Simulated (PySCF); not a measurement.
Input of a run (PBE0-D3(BJ)/def2-SVP geometry optimisation, gas phase (PySCF 2.14.0)), started from GFN2-xTB:
```
{"job": {"xc": "PBE0", "basis": "def2-SVP", "d3": "d3bj", "grid": 2, "kind": "geom"}, "charge": 0, "multiplicity": 1}
C      4.840025     0.214835     0.957996
C      3.758317    -0.133334     0.563180
C      2.504499    -0.550286     0.095554
C      1.350130     0.062129     0.419471
C      0.080519    -0.376771    -0.067778
C     -1.096271     0.195945     0.244460
C     -2.361788    -0.314837    -0.295627
C     -3.587807     0.440305     0.160866
O     -2.422371    -1.265418    -1.046988
H      5.782224     0.520267     1.303599
H      2.504039    -1.414579    -0.557602
H      1.364869     0.922612     1.076183
H      0.065549    -1.231315    -0.733859
H     -1.143255     1.050304     0.905176
H     -3.506246     1.482952    -0.140257
H     -3.657587     0.404770     1.246539
H     -4.481845     0.004449    -0.276223
```

Output (energies in Eh, forces in Eh/bohr):
```
step   0  E = -384.06158280  max force = 0.019131
step   1  E = -384.06399394  max force = 0.003270
step   2  E = -384.06398822  max force = 0.001055
step   3  E = -384.06403090  max force = 0.000960
step   4  E = -384.06402348  max force = 0.000759
step   5  E = -384.06403523  max force = 0.000284
optimisation converged
```

Summarise the run.

The energy falls by 0.067 eV over 6 energy and gradient evaluations, the largest force component goes from 0.0191 to 2.8e-04 Eh/bohr, and the atoms move by 0.055 Å rms after alignment. The bond that changes most is C1–H10 (terminal alkyne carbon to alkyne hydrogen), which lengthens by 0.026 Å. Bonds longer at the end by more than 0.005 Å: 13 of 16; shorter: 0. The energy rose by more than 1e-6 Eh at steps 2 and 4. The first step brought 98 % of the lowering.

What are the final bond lengths?

C1≡C2 1.215 Å, C2–C3 1.415 Å, C3=C4 1.355 Å, C4–C5 1.438 Å, C5=C6 1.349 Å, C6–C7 1.484 Å, C7–C8 1.507 Å, C7=O9 1.213 Å, C1–H10 1.075 Å, C3–H11 1.097 Å, C4–H12 1.095 Å, C5–H13 1.097 Å, C6–H14 1.095 Å, C8–H15 1.102 Å, C8–H16 1.102 Å, C8–H17 1.097 Å. Numbering counts from 1 in the input's order; the species is `C#C/C=C/C=C/C(C)=O`.

The run used 166 basis functions and 49 SCF cycles in all.

No PBE0-D3(BJ)/def2-SVP frequencies stand behind this structure, so it isn't proved a minimum. One conformer, not necessarily the lowest.

Conformer computed: `[CH:1]#[C:2]/[CH:3]=[CH:4]/[CH:5]=[CH:6]/[C:7]([CH3:8])=[O:9]`: C3–C4–C5–C6 180°, C5–C6–C7–C8 180°.
